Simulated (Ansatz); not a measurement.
AsH, multiplicity 3 (the spin of the measured ground state), most abundant isotopes (1.0078 and 74.9216 u). Constants from fifth-degree fits in 1/R to seven points on the lowest solution found; no spin–orbit coupling, no relativity up to Kr; ω_e x_e and α_e move by some per cent with the fit.

Correlated levels freeze the inner cores; with def2 sets outer-core shells near the valence are correlated too.

Programs: Ansatz (a first-principles code). Values without a source in brackets are computed.

Total energies (hartree; each atom in its lowest state at that level) and vibrational constants (cm⁻¹):

```json
[
 {"level": "PBE/def2-TZVPP", "E(AsH) at r_e": "-2236.078559", "E(H)": "-0.499616", "E(As)": "-2235.470241", "ω_e": "2088", "ω_e x_e": "35"},
 {"level": "B3LYP/def2-TZVPP", "E(AsH) at r_e": "-2236.463096", "E(H)": "-0.502154", "E(As)": "-2235.848740", "ω_e": "2136", "ω_e x_e": "35"},
 {"level": "wB97M-V/def2-TZVPP", "E(AsH) at r_e": "-2236.290182", "E(H)": "-0.494111", "E(As)": "-2235.687098", "ω_e": "2199", "ω_e x_e": "33"},
 {"level": "CCSD(T)/def2-QZVPP", "E(AsH) at r_e": "-2235.313787", "E(H)": "-0.499983", "E(As)": "-2234.707706", "ω_e": "2172", "ω_e x_e": "36"}
]
```

Q: Work out D_e and D₀ in eV.

A: 
D_e = E(H) + E(As) − E(molecule), times 27.2114 eV; D₀ = D_e − (ω_e/2 − ω_e x_e/4)/8065.54.
- PBE/def2-TZVPP: D_e = 2.958, zero point 0.128, D₀ = 2.830 eV
- B3LYP/def2-TZVPP: D_e = 3.053, zero point 0.131, D₀ = 2.922 eV
- wB97M-V/def2-TZVPP: D_e = 2.965, zero point 0.135, D₀ = 2.830 eV
- CCSD(T)/def2-QZVPP: D_e = 2.887, zero point 0.134, D₀ = 2.754 eV
No counterpoise correction is made.
